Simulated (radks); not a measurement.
The mean radii <r> (bohr) of the occupied orbitals of an atom or ion are listed with their occupations. All-electron calculation, scalar-relativistic Kohn-Sham, LDA (Slater exchange, Perdew-Wang correlation), spin-polarised, spherical densities, point nucleus. Program: a radial shooting solver on a logarithmic mesh with Libxc functionals.

orbital  occ.      <r>
1s up       1  0.02271
1s down     1  0.02269
2s up       1  0.09367
2s down     1  0.09392
2p up       3  0.08175

Name the element and its charge. Open shells, if any, are filled with parallel spins first.

Answer. Z = 62, samarium, charge +55: Sm55+ in [He] 2s2 2p3. The 1s radius gives Z: for a bare nucleus <r> = (2 gamma + 1)/(2Z) with gamma = sqrt(1 - (Z/c)^2), 0.02245 bohr for Z = 62, and screening makes it slightly larger (0.02271 here). The occupations add up to 7, and the charge is Z minus that.
